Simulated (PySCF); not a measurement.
OsO4, SMILES [O]=[Os](=[O])(=[O])=[O], multiplicity 1.

Geometry optimised at B3LYP-D3(BJ)/def2-SVP. The spin state was assumed, not searched. The isomer is the one that the SMILES or the coordinates give; other isomers of the formula were not compared. The def2 effective core potentials stand for the cores of Os; spin–orbit coupling is left out.

All values below come from PySCF with TDA-PBE/def2-SVPD.

Vertical excitations; the highest root listed may be one member of a degenerate set. Gas-phase values at a fixed geometry. State labels are in the subgroup D2.

Task: Give excitation energies, oscillator strengths and character. (Estimate from the structure and the level; the computed values follow.)

Result: 
| state | symmetry | energy (eV) | λ (nm) | f | main pairs |
|---|---|---|---|---|---|
| S1 | B3 | 4.12 | 301 | 0.000 | HOMO→LUMO (degenerate set) |
| S2 | B1 | 4.12 | 301 | 0.000 | HOMO−2→LUMO+1 (degenerate set) |
| S3 | B2 | 4.12 | 301 | 0.000 | HOMO−1→LUMO+1, HOMO−1→LUMO (degenerate set) |
| S4 | B3 | 4.53 | 273 | 0.006 | HOMO→LUMO+1, HOMO−3→LUMO (degenerate set) |
| S5 | B1 | 4.53 | 273 | 0.006 | HOMO−2→LUMO, HOMO−5→LUMO+1 (degenerate set) |
| S6 | B2 | 4.53 | 273 | 0.006 | HOMO−1→LUMO, HOMO−1→LUMO+1, HOMO−4→LUMO+1, HOMO−4→LUMO (degenerate set) |
| S7 | B1 | 4.72 | 263 | 0.000 | HOMO−5→LUMO (degenerate set) |
| S8 | B2 | 4.72 | 263 | 0.000 | HOMO−4→LUMO, HOMO−4→LUMO+1 (degenerate set) |
| S9 | B3 | 4.72 | 263 | 0.000 | HOMO−3→LUMO+1 (degenerate set) |
| S10 | B3 | 5.39 | 230 | 0.019 | HOMO−3→LUMO 45 %, HOMO→LUMO+1 17 %, HOMO−1→LUMO+2 12 %, HOMO−2→LUMO+3 12 % |
| T1 | B1 | 3.51 | 354 | 0 | HOMO−2→LUMO (degenerate set) |
| T2 | B2 | 3.51 | 354 | 0 | HOMO−1→LUMO, HOMO−1→LUMO+1 (degenerate set) |
| T3 | B3 | 3.51 | 354 | 0 | HOMO→LUMO+1 (degenerate set) |
| T4 | B2 | 3.79 | 327 | 0 | HOMO−1→LUMO+1 55 %, HOMO−1→LUMO 38 % |
Triplets are in the Tamm–Dancoff approximation.
